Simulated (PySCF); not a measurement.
Sb(F)2(SiH3) (F₂H₃SbSi), SMILES [F][Sb]([F])[SiH3].

The structure is a stationary point at B3LYP-D3(BJ)/def2-SVP. A frequency run showed that this geometry is not a minimum. The def2 effective core potentials stand for the cores of Sb; spin–orbit coupling is left out.

Computed with B3LYP/def2-TZVP in PySCF.

Symmetry labels are those of the subgroup Cs that the program uses (full group Cs).

Computed valence orbital energies around the gap with their symmetry:
```csv
orbital,symmetry,energy (eV)
HOMO−7,A',-11.50
HOMO−6,A',-11.39
HOMO−5,A",-10.92
HOMO−4,A",-10.66
HOMO−3,A',-10.30
HOMO−2,A",-9.99
HOMO−1,A',-9.95
HOMO,A',-7.29
LUMO,A",-2.30
LUMO+1,A',-1.88
LUMO+2,A',-0.64
LUMO+3,A',0.85
```
